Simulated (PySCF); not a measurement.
C5H5FNO3 (doublet state).
SMILES with atom numbers: `[CH2:1][O:2][c:3]1[o:4][c:5]([F:6])[n:7][c:8]1[O:9][CH3:10]` (hydrogens: H11, H12 on C1; H13, H14, H15 on C10)

Geometry (GFN2-xTB, Å), atoms numbered from 1 in this order:
```xyz
15
C5H5FNO3 angstrom
C     -0.9048    3.0545    0.0850
O     -0.0324    2.0342    0.0388
C     -0.4289    0.7823    0.0251
O     -1.7644    0.4368    0.0400
C     -1.7384   -0.9033    0.0153
F     -2.8917   -1.5255    0.0220
N     -0.5722   -1.4469   -0.0127
C      0.3008   -0.3978   -0.0072
O      1.6316   -0.5185   -0.0290
C      2.1051   -1.8550   -0.0734
H     -1.9620    2.8840    0.0769
H     -0.4522    4.0218    0.0511
H      1.7520   -2.3605   -0.9748
H      3.1901   -1.7831   -0.0785
H      1.7629   -2.4149    0.7996
```

The hyperfine couplings belong to this conformer and change with its torsions.

The calculation used UKS B3LYP, pcH-1 on C F H N O, non-relativistic, mean-field spin-orbit, GIAO (PySCF 2.14.0). Isolated species at its GFN2-xTB geometry (one conformer only). Couplings are sensitive to structure, and on GFN2-xTB geometries they can be far from those on DFT ones. Stability of the SCF solution: not tested.

The largest Mulliken spin populations are on C1 (+0.91), C8 (+0.09), O2 (+0.09) and C3 (-0.07). C1 is the only atom above +0.15. The positive populations add up to 1.19 and the negative ones to -0.19, together 2S = 1. The angles at C1 add up to 359.8°, so it is planar; its axial dipolar tensor and the negative couplings of its protons fit spin in a p orbital normal to that plane.

(1) McConnell's relation a(H) = Q·ρ ties the coupling of a proton on a planar π carbon to the spin population of that carbon. What Q do the computed values give?

Results:

(1) 
```
  H   C    ρ(C)  a(H) (G)  a/ρ (G)
H11  C1  +0.912    -21.96    -24.1
H12  C1  +0.912    -21.68    -23.8
```

These protons share one ρ (within 0.01), so their mean ratio, Q = -23.9 G, is no test of linearity.

Couplings in gauss use g_iso = 2.0031.
